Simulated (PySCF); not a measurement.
## Mayer bond orders and bond lengths

Compound: C₆H₅FSi.
Numbering: `[CH:1]#[C:2][C:3]1=[C:4]([F:5])[CH:6]=[CH:7][SiH2:8]1` (hydrogens: H9 on C1; H10 on C6; H11 on C7; H12, H13 on Si8)

Structure used (GFN2-xTB), in Å, numbered top down from 1:
```xyz
13
C6H5FSi angstrom
C      3.2124    0.0932    0.1078
C      2.0099    0.1083    0.0574
C      0.6165    0.0830    0.0076
C     -0.1739    1.1495   -0.2313
F      0.2935    2.3945   -0.4559
C     -1.6073    0.9516   -0.2502
C     -2.0178   -0.3033   -0.0225
Si    -0.5220   -1.4186    0.2545
H      4.2602    0.0993    0.1483
H     -2.2498    1.7981   -0.4415
H     -3.0605   -0.5702   -0.0128
H     -0.4312   -1.9597    1.6091
H     -0.3343   -2.4251   -0.7883
```

Bond orders from the PBE0/pcSseg-1 density (PySCF). Isolated species at its GFN2-xTB geometry, gas phase.

(1) How far do the computed orders between heavy atoms stray from the drawn ones?

(2) Set the Mayer orders of the bonds between heavy atoms beside their lengths.

Results:

(1) The largest departure is 0.716, at C1–C2 (drawn triple, 2.284). Drawn single, order above 1.12: C2–C3 (1.125) and C4–C6 (1.124). Drawn single, order below 0.88: Si8–C3 (0.791). Drawn double or triple, more than 0.30 short of the drawn order: C1–C2 (2.284) and C3–C4 (1.652).

(2) 
```
  bond  drawn as  length (Å)  Mayer order
 C1–C2    triple       1.204        2.284
 C2–C3    single       1.395        1.125
 C3–C4    double       1.349        1.652
 C4–F5    single       1.349        0.997
 C4–C6    single       1.447        1.124
 C6–C7    double       1.340        1.807
C7–Si8    single       1.886        0.884
Si8–C3    single       1.901        0.791
```

Bonds between the same two heavy elements. C–C: lowest C4–C6 and C2–C3 (1.124, 1.447 Å), highest C1–C2 (2.284, 1.204 Å). C–Si: lowest Si8–C3 (0.791, 1.901 Å), highest C7–Si8 (0.884, 1.886 Å). Bonds named together lie within 0.004.

Task: And the bonds to hydrogen?

Result: C–H: 0.94 to 1.16 (3 bonds); H–Si: 0.94 (2 bonds).

Task: Sum the orders of all bonds at each heavy atom with more than one neighbour and set the sums beside the valence in the SMILES.

Result: C1 3.441 (drawn 4), C2 3.409 (drawn 4), C3 3.568 (drawn 4), C4 3.773 (drawn 4), C6 3.881 (drawn 4), C7 3.635 (drawn 4), Si8 3.559 (drawn 4). Orders between atoms that aren't bonded are not in these sums.

The Mayer order sums products of elements of PS (density times overlap matrix) between the two atoms' basis functions, so it depends on the basis set.
